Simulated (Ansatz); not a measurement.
Ansatz (a quantum-chemistry and plane-wave program) input file for C4H2F2, SMILES C#C/C(F)=C\F, PBE/def2-SVPD. Geometry optimised at PBE0-D3(BJ)/def2-SVP. The structure was generated by enumeration; whether it is a known compound was not checked.

Ansatz 0.2 input:
```yaml
crystal:
  periodic: [false, false, false]
  atoms:
    - {symbol: C, position_ang: [-0.85836255, 2.18923340, 0.00000000]}
    - {symbol: C, position_ang: [-0.23170831, 1.15129227, 0.00000000]}
    - {symbol: C, position_ang: [0.50591525, -0.06047934, 0.00000000]}
    - {symbol: F, position_ang: [1.83769695, 0.04694509, 0.00000000]}
    - {symbol: C, position_ang: [-0.02862329, -1.28970170, 0.00000000]}
    - {symbol: F, position_ang: [-1.33578419, -1.47473793, 0.00000000]}
    - {symbol: H, position_ang: [-1.41624672, 3.10800167, 0.00000000]}
    - {symbol: H, position_ang: [0.57570531, -2.19993396, 0.00000000]}
basis:
  gaussian:
    orbitals: def2-SVPD
hamiltonian:
  xc: {name: PBE}
```

Output:

```
WARN ansatz: RAYON_NUM_THREADS=1 ignored (pool sized by the plan → 1); use --threads N
Functional definition: PBE
integrals: 0.06 GiB planned
1174 factors; their error is unknown
mean field: 0.47 GiB planned
mean field evaluation 1: about -9588.5198 eV, gradient 4.7e1 eV
mean field evaluation 2: about -9585.5016 eV, gradient 5.5e1 eV
mean field evaluation 4: about -9593.9667 eV, gradient 8.7e0 eV
mean field evaluation 8: about -9594.1587 eV, gradient 1.8e-1 eV
mean field evaluation 16: about -9594.0892 eV, gradient 8.8e-5 eV
mean field -9594.08922750 eV, -352.5762760035 hartree, gradient 1.8e-5 eV, S^2 0.000000; 0 other end points of the search recorded, 0 dependent functions left out
reference -9594.08927390 eV, -352.5762777087 hartree; 22, 22 occupied and 120, 120 virtual orbitals, 1174 factors
Total energy: -9594.08927390 eV, -352.5762777087 hartree
```

Self-consistency was reached.

Cost: roughly 1.9 core-seconds.
